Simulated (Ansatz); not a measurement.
This singlet lies 0.67 eV below the relaxed triplet at the level frozen-core CCSD(T)/aug-cc-pVDZ // PBE0-D3(BJ)/def2-TZVPD (Ansatz, a program for electronic structure).

A geometry relaxed with PBE0-D3(BJ)/def2-TZVPD (Ansatz), charge -1, multiplicity 1:

```xyz
8

O      2.4910    -0.3036     0.7560
H     -1.2200     0.9204     0.1686
H     -2.2904    -0.2963    -0.5518
C     -1.3079    -0.1436    -0.0937
Al     0.2382    -0.7616    -1.2821
C      1.6668     0.0764    -0.0621
H      1.7095     1.2143    -0.2990
H     -1.2872    -0.7059     0.8517
```

Question: Write the SMILES of this molecule.

Answer: `[CH3][Al-][CH]=O`
